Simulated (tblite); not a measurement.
Compound: C5H2F3O (doublet state).
Structure used (GFN2-xTB), in Å, numbered top down from 1:
```
atom  x, y, z in Å
O1     2.9735    1.3249   -0.3277
C2     2.1702    0.4620   -0.2064
C3     1.6649   -0.8043    0.0384
C4     0.6973    0.1393   -0.2693
C5    -0.5825    0.5428   -0.3379
F6    -0.9178    1.7133   -0.9167
C7    -1.7401   -0.1662    0.3109
F8    -1.5939   -0.2397    1.6577
F9    -1.8112   -1.4498   -0.1185
H10    1.8402   -1.8545    0.0525
H11   -2.6951    0.3349    0.0911
```

Level: GFN2-xTB in tblite, geometry and Hessian alike; calculated harmonic values, unscaled, isolated species. The method is semi-empirical: single wavenumbers can be off by several per cent or more. One conformer, not necessarily the lowest. Open shells enter through the occupations alone, without spin polarisation, and single modes of such species can be off by tens of per cent.

Harmonic wavenumbers (cm⁻¹): 31.8, 81.1, 88.2, 185.3, 211.5, 310.6, 350.8, 451.8, 490.4, 526.4, 533.6, 589.2, 607.9, 634.3, 854.7, 894.0, 997.0, 1043.0, 1056.1, 1137.8, 1230.8, 1234.3, 1288.4, 1672.3, 2041.0, 2904.1, 3197.9.

A = 2847, B = 1011, C = 874.7 MHz; mass 135.006 u (most abundant isotopes); point group C1, symmetry number 1; spin multiplicity 2.

Q: Zero-point energy?

A: ½Σν̃ = 12322 cm⁻¹ = 147.41 kJ/mol.

Q: Give the ideal-gas entropy at 298.15 K and 1 bar in the rigid-rotor, harmonic-oscillator model (classical rotation).

A: Translation 170.03, rotation 122.32, vibration 103.64, spin (R ln 2) 5.76: S = 401.8 J/(mol K).

Q: And Cp and H(298.15 K) − H(0)?

A: Cp = 132.70 J/(mol K), of which vibrations give 99.44 (their classical limit is 27 R = 224.5); H(298.15 K) − H(0) = 25.52 kJ/mol without the zero-point energy, 15.60 from vibrations.

Q: How do the functions run with temperature in this model?

A: 
| T (K) | S (J/(mol K)) | Cp (J/(mol K)) | H − H(0) (kJ/mol) | G − H(0) (kJ/mol) | ln q(vib) |
| --- | --- | --- | --- | --- | --- |
| 50 | 253.9 | 53.4 | 2.13 | -10.57 | 0.70 |
| 100 | 296.1 | 69.9 | 5.22 | -24.39 | 1.85 |
| 373.15 | 433.6 | 151.2 | 36.19 | -125.61 | 7.73 |
| 500 | 481.4 | 175.4 | 56.99 | -183.72 | 10.27 |
| 750 | 558.7 | 204.7 | 104.88 | -314.13 | 14.83 |
| 1000 | 620.0 | 221.1 | 158.28 | -461.74 | 18.84 |

q(vib) and H(0) count from the zero-point level.

Q: Which modes carry the vibrational entropy at 298.15 K?

A: 31.8 cm⁻¹: 23.91; 81.1 cm⁻¹: 16.17; 88.2 cm⁻¹: 15.48; 185.3 cm⁻¹: 9.52; 211.5 cm⁻¹: 8.50; 310.6 cm⁻¹: 5.69 J/(mol K); the other 21 give 24.39 together.

Hindered rotation and anharmonicity are outside this model. Other conformers, if any are populated, would add a mixing term that is left out. The structure is chiral; the term R ln 2 for an equal mix with its mirror image is left out.
